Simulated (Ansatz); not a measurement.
Energy landscape of H₂B (cation, charge +1), singlet: symmetric bend, bond length relaxed. Scanned: H-B-H angle. Other coordinates (B-H bond length) were minimised at B3LYP/def2-TZVP.

Calculation: full CI/cc-pVDZ, frozen core in Ansatz (an electronic-structure program).

Scanned values (°): 180, 169.59, 159.94, 148.37, 139.13, 131.34, 121.70, 110.23, 98.16, 89.58, 81.81, 70.11.

Locate the minima and the barriers on this grid.

Lower than their neighbours: 180° (0.0 kcal/mol, end of the scan). Higher than their neighbours: 70.11° (107.1 kcal/mol, end of the scan). The whole profile spans 107.1 kcal/mol.

The scan ran from 180.0 to 60.0; beyond the range shown the relaxed coordinates jump or full CI changes its symmetry label.
